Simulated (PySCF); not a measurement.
# How methods differ on the ionisation energy of F²⁺

F²⁺ [He] 2s2 2p3 (4S) → F³⁺ [He] 2s2 2p2 (3P), as a difference of total energies. Computed with PySCF 2.14 in cc-pVDZ, with the non-relativistic Hamiltonian (point nucleus). Correlated levels: valence: 1s2 frozen. The calculations carry no spin-orbit coupling.

```csv
method,ionisation energy (eV),difference from reference (eV)
UHF,62.232,-0.476
LDA,63.227,+0.519
PBE,62.944,+0.236
MP2 (valence),62.523,-0.185
SCS-MP2 (valence),62.342,-0.366
CCSD (valence),62.271,-0.437
CCSD(T) (valence),62.268,-0.440
```

Reference: 62.708 eV (semi-empirical (NIST evaluation); NIST Atomic Spectra Database, ionization energies).

Errors of the correlated levels include the incompleteness of this basis and the frozen core.
